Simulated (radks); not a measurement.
Values are calculated unless marked as measured or tabulated.
Task: Code: a radial shooting solver on a logarithmic mesh with Libxc functionals. Model: scalar-relativistic Kohn-Sham, r2SCAN, spin-polarised, spherical densities, finite nucleus; open shells are filled with parallel spins first (spin-orbit coupling, left out, can overturn this in heavy ions); meta-GGA in the generalised Kohn-Sham scheme; Fermi nuclear charge, rms radius of each element as measured or else 0.836 A^(1/3) + 0.57 fm. Each species is in its NIST ground configuration. Rank Pt, Os, Hf, Hg, Lu, Ta, Re, Au, W, Ir by Delta-SCF ionisation energy (eV), largest first.

Result: Hg 10.370, Au 9.548, Pt 9.510, Ir 8.820, Os 8.161, Re 7.269, W 7.155, Ta 7.020, Hf 6.934, Lu 5.281.
